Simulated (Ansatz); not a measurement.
Geometry optimisation, Ansatz, RKS PBE/6-31G*.

Input file:

```yaml
crystal:
  periodic: [false, false, false]
  atoms:
    - { symbol: Si, position_ang: [0.12863, -0.019308, -0.097714] }
    - { symbol: H, position_ang: [0.068306, -0.139351, 1.375643] }
    - { symbol: "N", position_ang: [1.722761, -0.098535, -0.809516] }
    - { symbol: H, position_ang: [2.33073, -0.892201, -0.591799] }
    - { symbol: H, position_ang: [2.269595, 0.765878, -0.856375] }
    - { symbol: H, position_ang: [-0.403471, 1.290616, -0.567492] }
    - { symbol: "N", position_ang: [-0.846679, -1.390741, -0.632823] }
    - { symbol: H, position_ang: [-0.757413, -2.24442, -0.080265] }
    - { symbol: H, position_ang: [-0.749012, -1.626547, -1.622729] }
    - { symbol: O, position_ang: [-2.479011, 0.189461, 1.125428] }
    - { symbol: H, position_ang: [-2.397092, -0.485524, 0.406906] }
    - { symbol: H, position_ang: [-1.761644, -0.108529, 1.744338] }
basis:
  gaussian: { orbitals: "6-31G*" }
hamiltonian:
  xc: pbe
relax:
  f_tol: 0.03
  max_steps: 50
```

Launched with:

```bash
$ ansatz run input.yaml --threads 1 --pin off --max-ram 2048MiB --backend cpu --events-out ev --progress --plain --runs-dir out
```

Where does it end, and by what steps?

It converged. The force dipped under the threshold on the way, but the program's further checks kept it going. After 29 steps the energy has fallen by 0.225 eV; H12 moved furthest, 0.97 Å.

```csv
step,energy less start (eV),largest force component (eV/Å),accepted
0,0.0000,0.688,yes
2,-0.1399,0.454,yes
4,-0.1792,0.379,yes
6,-0.1846,0.111,yes
8,-0.1924,0.194,no
10,-0.1951,0.082,yes
12,-0.1960,0.025,yes
14,-0.1967,0.056,yes
16,-0.1937,0.448,no
18,-0.1956,0.578,no
20,-0.2041,0.253,yes
22,-0.2164,0.130,yes
24,-0.2226,0.166,yes
26,-0.2242,0.141,yes
28,-0.2250,0.037,yes
29,-0.2252,0.005,yes
```

```xyz
12
Properties=species:S:1:pos:R:3
Si 0.375 -0.004 -0.064
H 0.502 -0.170 1.417
N 2.009 0.001 -0.669
H 2.677 -0.705 -0.357
H 2.196 0.273 -1.635
H -0.230 1.278 -0.525
N -0.807 -1.244 -0.530
H -0.598 -2.209 -0.261
H -1.118 -1.233 -1.505
O -2.885 0.055 1.071
H -2.311 -0.509 0.490
H -2.685 -0.293 1.962
```

Whether the end is a true minimum wasn't checked by a vibrational analysis.

Run time: 85 s on 1 thread of Arm Neoverse V2, with other jobs on the host, peak memory 0.12 GiB.
